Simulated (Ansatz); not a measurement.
CH10BNSi2, SMILES `CB(N)[SiH2][SiH3]` at its PBE0-D4/def2-TZVP geometry, where that method's forces vanish. Total charge 0; spin multiplicity 1.

```xyz
15

C     0.1835   -0.5183   -1.9406
B    -0.1956    0.5808   -0.8828
N    -1.2098    1.4973   -1.1443
Si    0.7397    0.6669    0.9139
Si    0.1582   -1.1928    2.2118
H    -0.4050   -0.4631   -2.8622
H     0.0554   -1.5221   -1.5208
H     1.2421   -0.4476   -2.2123
H    -1.4895    2.2218   -0.5052
H    -1.7351    1.4965   -2.0053
H     2.2261    0.6549    0.7701
H     0.3791    1.8934    1.6905
H     0.5079   -2.4506    1.4932
H     0.8529   -1.2067    3.5288
H    -1.3099   -1.2103    2.4652
```

What forces (eV/Å) does B3LYP-D4/def2-TZVPP give on these atoms in Ansatz? (An estimate is asked.)

Computed: 
```
C1   0.032 -0.076 -0.044
B2   0.067 -0.005  0.066
N3  -0.058  0.051 -0.013
Si4  0.085  0.098  0.016
Si5 -0.031 -0.117  0.081
H6   0.028 -0.010  0.033
H7   0.006  0.036 -0.034
H8  -0.046 -0.009 -0.003
H9  -0.016  0.011 -0.016
H10 -0.018  0.015 -0.002
H11 -0.083  0.007  0.006
H12  0.021 -0.063 -0.050
H13 -0.023  0.071  0.046
H14 -0.045 -0.005 -0.074
H15  0.083 -0.004 -0.012
```

B3LYP here is the variant with VWN-RPA as its local correlation; programs differ in this.
